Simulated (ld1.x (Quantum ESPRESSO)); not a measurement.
# Pseudopotential generation for indium: ultrasoft, BLYP, scalar-relativistic.

The input file (ld1.x (Quantum ESPRESSO) 7.5):

```
&input
   title='In', zed=49., rel=1, dft='BLYP', iswitch=3,
   config='[Kr] 4d10 5s1.5 5p0 5d-2',
   nld=3, rlderiv=3.00, eminld=-3.0, emaxld=5.0, deld=0.02
 /
 &inputp
   pseudotype=3, tm=.true., lloc=-1, rcloc=2.00,
   nlcc=.true., rcore=1.75,
   file_pseudopw='In.UPF', file_wfcaegen='ae.wfc', file_wfcncgen='nc.wfc', file_beta='beta', file_chi='chi', file_wfcusgen='us.wfc'
 /
6
5S  1  0   1.50   0.00  2.20  2.40  0.0
5S  1  0   0.00  -0.40  2.20  2.40  0.0
5P  2  1   0.00   0.00  2.10  2.75  0.0
5P  2  1   0.00  -0.45  2.10  2.75  0.0
5D  3  2  -2.00   0.35  1.60  2.20  0.0
5D  3  2  -2.00   1.85  1.60  2.20  0.0
 &test
   configts(1)='5s1.5 5p0'
 /
```

Command:

```bash
ld1.x < In.in > In.out
```

The program printed (shortened: banner, matrices, multipoles, cross overlaps and the repeated all-electron block are left out):

```
Program LD1 v.7.5
     --------------------------- All-electron run ----------------------------

     In
     scalar relativistic calculation

     atomic number is 49.00
     dft =BLYP   lsd =0 sic =0 latt =0  beta=0.20 tr2=1.0E-14
     Exchange-correlation= BLYP
                           (   1   3   1   3   0   0   0)
     mesh =1241 r(mesh) = 100.30140 a.u. xmin = -7.00 dx = 0.01250
     1 Ry =  13.60569312 eV, c = 137.03599908

     n l     nl                  e(Ry)          e(Ha)          e(eV)
     1 0     1S 1( 2.00)     -2041.1686     -1020.5843    -27771.5133
     2 0     2S 1( 2.00)      -306.4064      -153.2032     -4168.8718
     2 1     2P 1( 6.00)      -275.1343      -137.5672     -3743.3932
     3 0     3S 1( 2.00)       -58.8689       -29.4345      -800.9528
     3 1     3P 1( 6.00)       -48.6306       -24.3153      -661.6529
     4 0     4S 1( 2.00)        -9.7089        -4.8545      -132.0969
     4 1     4P 1( 6.00)        -6.6562        -3.3281       -90.5627
     3 2     3D 1(10.00)       -32.7285       -16.3643      -445.2941
     4 2     4D 1(10.00)        -2.2788        -1.1394       -31.0048
     5 0     5S 1( 1.50)        -1.4182        -0.7091       -19.2958
     5 1     5P 1( 0.00)        -0.9064        -0.4532       -12.3326

     final scf error:  3.5E-15 reached in  33 iterations

     Etot =  -11763.484508 Ry,   -5881.742254 Ha, -160050.360272 eV

     Ekin =   12261.889085 Ry,    6130.944543 Ha,  166831.500003 eV
     Encl =  -28398.480945 Ry,  -14199.240472 Ha, -386381.016895 eV
     Eh   =    4692.711507 Ry,    2346.355753 Ha,   63847.592679 eV
     Exc  =    -319.604155 Ry,    -159.802078 Ha,   -4348.436059 eV

     normalization and overlap integrals

     s(1S/1S) =  1.000000  <r> =   0.0297  <r2> =    0.0012  r(max) =   0.0192
     s(2S/2S) =  1.000000  <r> =   0.1285  <r2> =    0.0195  r(max) =   0.1090
     s(2P/2P) =  1.000000  <r> =   0.1122  <r2> =    0.0154  r(max) =   0.0870
     s(3S/3S) =  1.000000  <r> =   0.3487  <r2> =    0.1390  r(max) =   0.3153
     s(3P/3P) =  1.000000  <r> =   0.3472  <r2> =    0.1399  r(max) =   0.3075
     s(4S/4S) =  1.000000  <r> =   0.8476  <r2> =    0.8137  r(max) =   0.7658
     s(4P/4P) =  1.000000  <r> =   0.9214  <r2> =    0.9716  r(max) =   0.8152
     s(3D/3D) =  1.000000  <r> =   0.3244  <r2> =    0.1251  r(max) =   0.2581
     s(4D/4D) =  1.000000  <r> =   1.1739  <r2> =    1.6488  r(max) =   0.9354
     s(5S/5S) =  1.000000  <r> =   2.4111  <r2> =    6.5780  r(max) =   2.0817
     s(5P/5P) =  1.000000  <r> =   2.9983  <r2> =   10.2244  r(max) =   2.5426

     ------------------------ End of All-electron run ------------------------

     --------------------- Generating US pseudopotential ---------------------

      Generating local potential from pseudized AE potential:
      Matching radius rcloc =   2.0000

      Local pseudo, rcloc= 1.980 Estimated cut-off energy=     6.02 Ry

      Computing core charge for nlcc:

       r > 1.77 : true rho core
       r < 1.77 : rho core = a sin(br)/r    a=   4.10  b=   1.51

      Integrated core pseudo-charge :   6.41

      Wfc   5S  rcut= 2.188  Using Troullier-Martins method
      Wfc-us  5S rcutus= 2.419  Estimated cut-off energy=     8.05 Ry

      Wfc   5S  rcut= 2.188  Using Troullier-Martins method
      Wfc-us  5S rcutus= 2.419  Estimated cut-off energy=    10.33 Ry

      Wfc   5P  rcut= 2.082  Using Troullier-Martins method
      Wfc-us  5P rcutus= 2.741  Estimated cut-off energy=    10.13 Ry

      Wfc   5P  rcut= 2.082  Using Troullier-Martins method
      Wfc-us  5P rcutus= 2.741  Estimated cut-off energy=    11.04 Ry

      Wfc   5D  rcut= 1.581  Using Troullier-Martins method
      Wfc-us  5D rcutus= 2.188  Estimated cut-off energy=    21.26 Ry

      Wfc   5D  rcut= 1.581  Using Troullier-Martins method
      Wfc-us  5D rcutus= 2.188  Estimated cut-off energy=    23.15 Ry

     ------------------- End of pseudopotential generation -------------------

     Computing logarithmic derivative in   3.01003
     Message from routine run_pseudo:
     Warning: convergence not achieved
     Computing logarithmic derivative in   3.01003
     Computing the partial wave expansion
     R is outside the sphere for l=    0 j= 0.00
     R is outside the sphere for l=    0 j= 0.00
     R is outside the sphere for l=    1 j= 0.00
     R is outside the sphere for l=    1 j= 0.00
     R is outside the sphere for l=    2 j= 0.00
     R is outside the sphere for l=    2 j= 0.00

     ---------------------- Testing the pseudopotential ----------------------

     In
     scalar relativistic calculation

     atomic number is 49.00   valence charge is  3.00
     dft =BLYP   lsd =0 sic =0 latt =0  beta=0.20 tr2=1.0E-14
     mesh =1241 r(mesh) = 100.30140 xmin = -7.00 dx = 0.01250

     n l     nl             e AE (Ry)        e PS (Ry)    De AE-PS (Ry)
     1 0     5S   1( 1.50)       -1.41821       -1.41822        0.00000
     2 1     5P   1( 0.00)       -0.90643       -0.90643        0.00000

     eps = 3.7E-13  iter =201

     Etot =  -11763.484508 Ry,   -5881.742254 Ha, -160050.360272 eV
     Etotps =    -9.037955 Ry,      -4.518977 Ha,    -122.967637 eV

     Ekin =       0.775801 Ry,       0.387901 Ha,      10.555315 eV
     Encl =      -4.392348 Ry,      -2.196174 Ha,     -59.760943 eV
     Ehrt =       0.837872 Ry,       0.418936 Ha,      11.399826 eV
     Ecxc =      -7.133338 Ry,      -3.566669 Ha,     -97.054014 eV
     (Ecc =      -6.127110 Ry,      -3.063555 Ha,     -83.363574 eV)
     Epseu=       0.874059 Ry,       0.437030 Ha,      11.892180 eV

     ---------------------- End of pseudopotential test ----------------------
```

Generation and configuration tests took about 2.7 s on one core of a shared server CPU.

Transferability test of the new file with ld1.x, input:

```
&input
   title='In', zed=49., rel=1, dft='BLYP', iswitch=2,
   config='[Kr] 4d10 5s1.5 5p0 5d-2'
 /
 &test
   file_pseudo='In.UPF', nconf=8,
   configts(1)='5s1.5 5p0',
   configts(2)='5s2 5p1',
   configts(3)='5s2 5p0',
   configts(4)='5s1 5p0',
   configts(5)='5s1 5p2',
   configts(6)='5s1 5p1',
   configts(7)='5s2 5p0.5',
   configts(8)='5s2 5p1.3'
 /
```

```bash
ld1.x < In.test.in > In.test.out
```

Pseudopotential blocks of its output, shortened (energy terms left out; the distinct warnings before each block abridged to one line each):

```
     ---------------------- Testing the pseudopotential ----------------------

     n l     nl             e AE (Ry)        e PS (Ry)    De AE-PS (Ry)
     1 0     5S   1( 1.50)       -1.41821       -1.41822        0.00000
     2 1     5P   1( 0.00)       -0.90643       -0.90643        0.00000

     eps = 8.4E-15  iter =125

     Etot =  -11763.484508 Ry,   -5881.742254 Ha, -160050.360272 eV
     Etotps =    -9.037955 Ry,      -4.518977 Ha,    -122.967637 eV

     ---------------------- End of pseudopotential test ----------------------

          ---------------------- Testing the pseudopotential ----------------------

     n l     nl             e AE (Ry)        e PS (Ry)    De AE-PS (Ry)
     1 0     5S   1( 2.00)       -0.59978       -0.59313       -0.00666  !
     2 1     5P   1( 1.00)       -0.18093       -0.17880       -0.00214

     eps = 9.3E-15  iter =165

     Etot =  -11764.506861 Ry,   -5882.253430 Ha, -160064.270091 eV
     Etotps =   -10.055908 Ry,      -5.027954 Ha,    -136.817602 eV
     dEtot_ae =      -1.022353 Ry
     dEtot_ps =      -1.017954 Ry,   Delta E=      -0.004399 Ry

     ---------------------- End of pseudopotential test ----------------------

          Warning: convergence not achieved
     ---------------------- Testing the pseudopotential ----------------------

     n l     nl             e AE (Ry)        e PS (Ry)    De AE-PS (Ry)
     1 0     5S   1( 2.00)       -1.09913       -1.09322       -0.00591  !
     2 1     5P   1( 0.00)       -0.62373       -0.62052       -0.00321

     eps = 8.7E-13  iter =201

     Etot =  -11764.113130 Ry,   -5882.056565 Ha, -160058.913109 eV
     Etotps =    -9.665115 Ry,      -4.832558 Ha,    -131.500592 eV
     dEtot_ae =      -0.628622 Ry
     dEtot_ps =      -0.627161 Ry,   Delta E=      -0.001461 Ry

     ---------------------- End of pseudopotential test ----------------------

          ---------------------- Testing the pseudopotential ----------------------

     n l     nl             e AE (Ry)        e PS (Ry)    De AE-PS (Ry)
     1 0     5S   1( 1.00)       -1.75082       -1.75921        0.00839  !
     2 1     5P   1( 0.00)       -1.20477       -1.21033        0.00556  !

     eps = 7.8E-15  iter = 79

     Etot =  -11762.692921 Ry,   -5881.346460 Ha, -160039.590178 eV
     Etotps =    -8.244227 Ry,      -4.122113 Ha,    -112.168420 eV
     dEtot_ae =       0.791587 Ry
     dEtot_ps =       0.793728 Ry,   Delta E=      -0.002140 Ry

     ---------------------- End of pseudopotential test ----------------------

          ---------------------- Testing the pseudopotential ----------------------

     n l     nl             e AE (Ry)        e PS (Ry)    De AE-PS (Ry)
     1 0     5S   1( 1.00)       -0.67253       -0.66928       -0.00325
     2 1     5P   1( 2.00)       -0.22954       -0.22831       -0.00124

     eps = 4.5E-15  iter = 53

     Etot =  -11764.075639 Ry,   -5882.037820 Ha, -160058.403020 eV
     Etotps =    -9.627890 Ry,      -4.813945 Ha,    -130.994123 eV
     dEtot_ae =      -0.591131 Ry
     dEtot_ps =      -0.589936 Ry,   Delta E=      -0.001195 Ry

     ---------------------- End of pseudopotential test ----------------------

          Warning: convergence not achieved
     ---------------------- Testing the pseudopotential ----------------------

     n l     nl             e AE (Ry)        e PS (Ry)    De AE-PS (Ry)
     1 0     5S   1( 1.00)       -1.17123       -1.17036       -0.00087
     2 1     5P   1( 1.00)       -0.67886       -0.67825       -0.00061

     eps = 9.9E-14  iter =201

     Etot =  -11763.629285 Ry,   -5881.814642 Ha, -160052.330060 eV
     Etotps =    -9.182688 Ry,      -4.591344 Ha,    -124.936835 eV
     dEtot_ae =      -0.144777 Ry
     dEtot_ps =      -0.144733 Ry,   Delta E=      -0.000043 Ry

     ---------------------- End of pseudopotential test ----------------------

          Warning: convergence not achieved
     ---------------------- Testing the pseudopotential ----------------------

     n l     nl             e AE (Ry)        e PS (Ry)    De AE-PS (Ry)
     1 0     5S   1( 2.00)       -0.83606       -0.82901       -0.00705  !
     2 1     5P   1( 0.50)       -0.38959       -0.38639       -0.00321

     eps = 7.4E-13  iter =201

     Etot =  -11764.365497 Ry,   -5882.182748 Ha, -160062.346732 eV
     Etotps =    -9.915884 Ry,      -4.957942 Ha,    -134.912476 eV
     dEtot_ae =      -0.880989 Ry
     dEtot_ps =      -0.877929 Ry,   Delta E=      -0.003059 Ry

     ---------------------- End of pseudopotential test ----------------------

          ---------------------- Testing the pseudopotential ----------------------

     n l     nl             e AE (Ry)        e PS (Ry)    De AE-PS (Ry)
     1 0     5S   1( 2.00)       -0.47633       -0.47045       -0.00588  !
     2 1     5P   1( 1.30)       -0.07260       -0.07140       -0.00120

     eps = 9.7E-15  iter = 32

     Etot =  -11764.544493 Ry,   -5882.272247 Ha, -160064.782109 eV
     Etotps =   -10.093050 Ry,      -5.046525 Ha,    -137.322936 eV
     dEtot_ae =      -1.059985 Ry
     dEtot_ps =      -1.055095 Ry,   Delta E=      -0.004890 Ry

     ---------------------- End of pseudopotential test ----------------------
```
